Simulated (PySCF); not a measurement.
Structure problem from calculated spectra and properties.

Formula: C4H8O2Si.

- Dipole: 2.66 D [B3LYP/def2-SVPD]
- 1H NMR: chemical shifts (computed TMS as zero) by class: 9.82 (1 H), 4.64 (1 H), 4.28 (1 H), 4.25 (1 H), 4.08 (1 H), 3.81 (1 H), 3.48 (1 H), 3.10 (1 H) ppm [GIAO PBE0/pcSseg-1]
- Triplet: lowest triplet excitation (Tamm–Dancoff): 3.72 eV [TDA B3LYP/def2-SVPD]
- Rotational structure: rotational constants A, B, C: 4.038, 1.600, 1.237 GHz [GFN2-xTB]
- Polarisability: 79.9 au [B3LYP/def2-SVPD]
- UV, first state: lowest singlet excitation: 4.26 eV (291 nm, f = 0.000) [TDDFT B3LYP/def2-SVPD]
- 13C NMR: chemical shifts (computed TMS as zero) by class: 202.8 (1 C), 74.3 (1 C), 60.0 (1 C), 51.2 (1 C) ppm [GIAO PBE0/pcSseg-1]
- UV, strongest line: among the 8 lowest singlet transitions: S7 at 6.76 eV (183 nm, f = 0.086) [TDDFT B3LYP/def2-SVPD]

Electronic properties: PySCF, gas phase, density fitting. Levels stand in brackets. The structure is a single GFN2-xTB conformer in the gas phase; no vibrational or solvent corrections. Each NMR value is the plain mean over a class of atoms that symmetry, rotation or inversion makes alike.

Question: What is the compound? Reason from the data.

Answer: Numbering: `[O:1]=[CH:2][C@H:3]1[CH2:4][O:5][CH2:6][SiH2:7]1`. Its formula, C4H8O2Si, gives 2 degrees of unsaturation: 1 ring and 1 π bond in the structure found. 4 carbons fall into 4 classes; from least to most shielded: aldehyde carbon [C2] (202.8 ppm), ring sp3 carbon bound to oxygen [C4] (74.3 ppm), ring sp3 carbon bound to oxygen [C6] (60.0 ppm), ring sp3 carbon bound to silicon [C3] (51.2 ppm). Hydrogen classes from least to most shielded: 1 H on an aldehyde carbon, C2 (9.82 ppm), 1 H on an sp3 carbon bound to oxygen, C4 (4.64 ppm), 1 H on an SiH2 silicon, Si7 (4.28 ppm), 1 H on an SiH2 silicon, Si7 (4.25 ppm), 1 H on an sp3 carbon bound to oxygen, C6 (4.08 ppm), 1 H on an sp3 carbon bound to oxygen, C4 (3.81 ppm), 1 H on an sp3 carbon bound to oxygen, C6 (3.48 ppm), 1 H on an sp3 carbon bound to silicon, C3 (3.10 ppm). S1 is mainly HOMO→LUMO (weight 0.86); the largest Löwdin shares of the orbital it empties are 0.48 on the aldehyde oxygen, 0.17 on the cyclic ether oxygen, 0.11 on the aldehyde carbon and 0.08 on the sp3 carbon bound to silicon, of the orbital it fills 0.37 on the aldehyde carbon, 0.28 on the aldehyde oxygen, 0.09 on the SiH2 silicon and 0.09 on the sp3 carbon bound to silicon. The optimised geometry has point group C1 and is an asymmetric top. Structure: `O=C[C@H]1COC[SiH2]1`. Computed isomers that give other values at the same levels: `CC(=O)O[C@H]1C[SiH2]1` (rotational constant A: 4.796 GHz; this holds for the one conformer computed); `C[C@@H]1OCC(=O)[SiH2]1` (13C chemical shifts (computed TMS as zero) by class: 257.1 (1 C), 85.6 (1 C), 73.7 (1 C), 21.5 (1 C) ppm); `CO[C@]1(C=O)C[SiH2]1` (13C chemical shifts (computed TMS as zero) by class: 206.0 (1 C), 79.6 (1 C), 59.5 (1 C), 13.9 (1 C) ppm). The assignments are read from this structure; whether some other isomer fits the data as well wasn't checked. The mirror image fits equally.
